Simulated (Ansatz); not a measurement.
Born–Oppenheimer molecular dynamics of BCl₂H₂N (6 atoms, charge 0, multiplicity 1). It starts from a rough guess of a transition structure, not a stationary point.

These are results of UKS PBE-D4/STO-3G (Ansatz 0.2.0), not measurements.

| Item | Value |
| --- | --- |
| ensemble | NVE (velocity Verlet) |
| time step | 0.5 fs |
| steps asked | 150 |
| starting velocities drawn for | 1000 K |
| seed | 878362 |

Frames 2.5 fs apart, positions in Å, forces in eV/Å.

Velocities at 45.0 fs (Å/ps):

```
B -19.96 -1.72 -9.88
Cl 2.68 0.73 1.43
N 15.26 15.62 8.25
H -28.87 -28.31 -25.16
Cl -2.45 -2.67 -0.97
H 22.82 -102.02 0.43
```

```xyz
6
Properties=species:S:1:pos:R:3:forces:R:3 time_fs=45.0 energy_less_start_eV=-0.909 T=2723
B 0.375 0.137 0.084 -2.30 -1.03 -0.78
Cl 1.423 -1.412 -0.357 -2.29 1.13 0.09
N -1.036 0.532 0.061 5.07 -0.61 0.72
H -1.413 -0.271 -0.307 -4.20 -3.88 -2.27
Cl 1.342 1.288 0.789 3.48 3.82 2.12
H -1.579 1.406 -0.019 0.24 0.57 0.11
6
Properties=species:S:1:pos:R:3:forces:R:3 time_fs=47.5 energy_less_start_eV=-0.586 T=2119
B 0.321 0.130 0.058 1.88 -0.97 0.05
Cl 1.428 -1.409 -0.353 -2.49 1.14 -0.01
N -0.988 0.555 0.080 -0.01 -11.67 -2.88
H -1.552 -0.364 -0.389 0.91 3.01 1.53
Cl 1.339 1.285 0.788 2.76 2.85 1.53
H -1.587 1.282 -0.024 -3.05 5.64 -0.22
6
Properties=species:S:1:pos:R:3:forces:R:3 time_fs=50.0 energy_less_start_eV=-0.130 T=1252
B 0.280 0.117 0.032 7.77 -1.82 0.54
Cl 1.428 -1.404 -0.349 -2.55 1.02 -0.12
N -0.945 0.536 0.087 -13.06 -1.56 -4.06
H -1.656 -0.312 -0.397 2.10 2.56 1.72
Cl 1.340 1.286 0.790 1.98 2.03 0.96
H -1.710 1.421 -0.031 3.77 -2.24 0.96
6
Properties=species:S:1:pos:R:3:forces:R:3 time_fs=52.5 energy_less_start_eV=-0.663 T=2268
B 0.279 0.095 0.009 7.97 -1.04 1.10
Cl 1.425 -1.398 -0.346 -2.42 0.77 -0.24
N -0.951 0.509 0.078 -9.53 3.01 -1.73
H -1.653 -0.124 -0.313 -1.18 -1.86 -0.56
Cl 1.345 1.291 0.793 1.32 1.44 0.49
H -1.640 1.462 0.014 3.84 -2.32 0.96
6
Properties=species:S:1:pos:R:3:forces:R:3 time_fs=55.0 energy_less_start_eV=-1.545 T=3971
B 0.320 0.068 -0.008 2.52 0.47 1.40
Cl 1.417 -1.390 -0.343 -1.92 0.25 -0.40
N -0.994 0.491 0.062 2.24 -2.76 -0.47
H -1.735 -0.045 -0.265 -3.35 -3.21 -1.61
Cl 1.352 1.298 0.798 0.81 1.13 0.22
H -1.363 1.396 0.115 -0.30 4.12 0.85
6
Properties=species:S:1:pos:R:3:forces:R:3 time_fs=57.5 energy_less_start_eV=-1.744 T=4350
B 0.375 0.042 -0.017 -1.95 1.16 1.21
Cl 1.405 -1.382 -0.341 -0.99 -0.71 -0.62
N -1.034 0.465 0.043 0.49 -2.99 -1.58
H -1.967 -0.121 -0.294 2.87 2.21 0.94
Cl 1.360 1.307 0.803 0.50 1.07 0.16
H -1.071 1.506 0.266 -0.92 -0.74 -0.12
6
Properties=species:S:1:pos:R:3:forces:R:3 time_fs=60.0 energy_less_start_eV=-0.506 T=1979
B 0.420 0.024 -0.020 -4.83 1.74 0.99
Cl 1.393 -1.375 -0.340 0.03 -1.80 -0.87
N -1.070 0.425 0.017 4.05 1.63 0.51
H -2.058 -0.093 -0.280 2.97 1.97 0.81
Cl 1.369 1.318 0.808 0.18 1.02 0.12
H -0.847 1.606 0.409 -2.40 -4.56 -1.56
6
Properties=species:S:1:pos:R:3:forces:R:3 time_fs=62.5 energy_less_start_eV=-0.572 T=2100
B 0.439 0.014 -0.017 -5.88 1.97 0.83
Cl 1.380 -1.371 -0.340 0.65 -2.44 -1.03
N -1.087 0.392 -0.006 10.78 3.85 2.43
H -1.998 0.040 -0.224 -2.24 -0.81 -0.62
Cl 1.379 1.331 0.813 -0.06 0.70 0.00
H -0.764 1.453 0.465 -3.24 -3.27 -1.61
6
Properties=species:S:1:pos:R:3:forces:R:3 time_fs=65.0 energy_less_start_eV=-0.782 T=2495
B 0.427 0.016 -0.009 -4.45 1.57 0.59
Cl 1.368 -1.372 -0.342 0.59 -2.24 -1.01
N -1.062 0.371 -0.021 5.80 -5.89 -2.79
H -2.037 0.141 -0.195 -0.82 -0.98 -0.51
Cl 1.388 1.344 0.818 -0.41 0.18 -0.21
H -0.857 1.149 0.449 -0.71 7.37 3.92
6
Properties=species:S:1:pos:R:3:forces:R:3 time_fs=67.5 energy_less_start_eV=-1.481 T=3826
B 0.390 0.026 0.002 -1.33 1.10 0.66
Cl 1.357 -1.376 -0.345 0.16 -1.51 -0.88
N -1.010 0.334 -0.043 -1.32 1.22 1.22
H -2.121 0.179 -0.201 3.43 -1.07 -0.40
Cl 1.397 1.359 0.823 -0.61 -0.18 -0.28
H -1.023 1.167 0.609 -0.33 0.44 -0.32
6
Properties=species:S:1:pos:R:3:forces:R:3 time_fs=70.0 energy_less_start_eV=-0.590 T=2139
B 0.347 0.042 0.017 3.64 0.19 0.97
Cl 1.347 -1.382 -0.350 -0.35 -0.68 -0.67
N -0.964 0.296 -0.064 -5.83 5.95 4.53
H -2.025 0.152 -0.231 1.86 -1.45 -0.81
Cl 1.405 1.372 0.827 -0.74 -0.45 -0.34
H -1.192 1.279 0.791 1.41 -3.57 -3.69
6
Properties=species:S:1:pos:R:3:forces:R:3 time_fs=72.5 energy_less_start_eV=-0.730 T=2419
B 0.324 0.059 0.037 7.76 -0.75 1.04
Cl 1.336 -1.390 -0.357 -0.71 -0.05 -0.45
N -0.941 0.284 -0.065 -4.47 7.18 5.41
H -1.847 0.034 -0.316 -3.44 -2.58 -2.05
Cl 1.411 1.385 0.831 -0.95 -0.63 -0.37
H -1.284 1.192 0.763 1.80 -3.17 -3.57
```

Of the whole run (75 fs, mean temperature of the second half 2700 K): The conserved energy wandered by up to 5.4 meV per atom (net -4.9 meV per atom), which is poor conservation. The system heated up, since it started high on the potential surface and ran downhill. A run of 0.075 ps of so small a system gives no equilibrium averages. The orbitals stay closed-shell, which can raise the energy where a bond breaks towards radicals; this wasn't checked here. Limits of this set-up: minimal basis.

The run took 4.2 min on 1 thread of Arm Neoverse V1 (shared host), peak memory 0.097 GiB.
